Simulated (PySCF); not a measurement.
# Does the structure fit the spectrum?

A compound C4H6N2O2Si gives the data below (simulated from a calculation) and was assigned the structure `C/C(C#N)=N/[Si@@H](O)C=O`.

$^{13}$C{$^{1}$H} NMR (computed): δ 198.2 (CH), 172.6 (C), 117.4 (C), 53.1 (C).

$^{1}$H NMR (400 MHz, computed): δ 9.77 (s, 1H), 5.47 (br, 1H), 5.38 (br, 1H), 4.42 (s, 3H).

PySCF 2.14.0 with density-fitted response routines calculation with PBE0/pcSseg-1 with gauge-including orbitals and GFN2-xTB geometry; gas phase, relativity neglected, equivalent nuclei averaged, one computed conformer.

Shifts are taken against calculated references (same method and geometry level): $^{1}$H and $^{13}$C against TMS.

Q: Compare with the shifts computed for the proposed structure, pairing carbons in order of shift.

A: Structure with atom numbers: `[CH3:1]/[C:2]([C:3]#[N:4])=[N:5]/[Si@@H:6]([OH:7])[CH:8]=[O:9]`; H(Xn) means a hydrogen on atom n.

```json
{"atom": "C8", "computed for proposal": "245.1", "given list": "198.2", "difference": "+46.9"}
{"atom": "C2", "computed for proposal": "160.9", "given list": "172.6", "difference": "-11.7"}
{"atom": "C3", "computed for proposal": "116.9", "given list": "117.4", "difference": "-0.5"}
{"atom": "C1", "computed for proposal": "36.2", "given list": "53.1", "difference": "-16.9"}
```

The rms difference is 25.6 ppm and the largest +46.9 ppm at C8 (carbonyl carbon). The carbon types in order of shift don't match either: CH, C, C, CH3 for the proposal against CH, C, C, C in the data. The proposal doesn't fit.

Q: Which isomer fits?

A: SMILES [C@@](C#N)([SiH3])(C=O)C(N)=O.

1. Carbon types of the structure: 3 × C, 1 × CH, leaving 5 H on heteroatoms.
2. δC 198.2: aldehyde carbonyl carbon; the double bond to the heteroatom, with no lone-pair donor beside it, deshields it most.
3. δC 172.6: amide carbonyl carbon; lone-pair donation from the attached heteroatom keeps it upfield of a ketone carbonyl.
4. δC 117.4: nitrile carbon; this is the usual window of a C≡N carbon, which has no attached hydrogen.
5. δH 9.77: hydrogen on an aldehyde carbonyl carbon; the C=O anisotropy and electron withdrawal place aldehyde protons far downfield.

Other isomers checked: C=Cc1nc(O[SiH3])no1 (rms 39.6 ppm).

The shifts were computed for this structure.

The OH or NH signal is concentration- and solvent-dependent in practice; the value given is the gas-phase one. The two substituents on the amide-type nitrogen aren't averaged: C–N rotation is slow on the NMR time scale. Shifts are as computed. Against solution values, carbons near 30 ppm lie about +3 ppm off and those near 130 ppm about +5 ppm. Of 1309 compounds with measured shifts, 239 miss one by over three times the rms of a fit or turn the order of signals round; such compounds aren't used in these exercises. Hydrogen bonding in solution deshields acid and N–H amide carbonyl carbons by as much as 10 ppm beyond these values. No couplings were computed; multiplicities are counted from neighbouring protons, with m where these are inequivalent, close in shift, in a saturated or five-membered ring or joined by F or P, and br s for small geminal =CH2 splittings.
